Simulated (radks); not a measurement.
Fractional charge and spin in the 5s shell of barium: the spin-up occupation runs from 0 to 1 and the spin-down occupation from 0 to 1; the fullest corner is Ba3+, [Kr] 4d10 5p(up 2.5, down 2.5) 5s(up 1, down 1). All-electron calculation, scalar-relativistic Kohn-Sham, LDA (Slater exchange, Perdew-Wang correlation), spin-polarised, spherical densities, point nucleus. Program: a radial shooting solver on a logarithmic mesh with Libxc functionals. Energy (eV) above the fullest corner. The planes named below are the two flat planes that join the four corners, with an edge along up + down = one added electron.

down \ up,0,0.5,1
0,142.710,101.898,64.410
0.5,101.898,64.627,30.612
1,64.410,30.612,0.000

Corners above the fullest one (they belong to Ba4+ and the next ion): (up 1, down 0) 64.410 eV, (up 0, down 1) 64.410 eV, (up 0, down 0) 142.71 eV. With half an added electron in each spin the energy lies 0.217 eV from the planes, and with half an added electron in spin up alone -1.662 eV. The planes are only a guide here: the flat-plane condition holds for ground states with one frontier orbital, while this shell lies below other occupied shells, so the corners above the fullest one are inner-hole states and not the ground states of those ions.
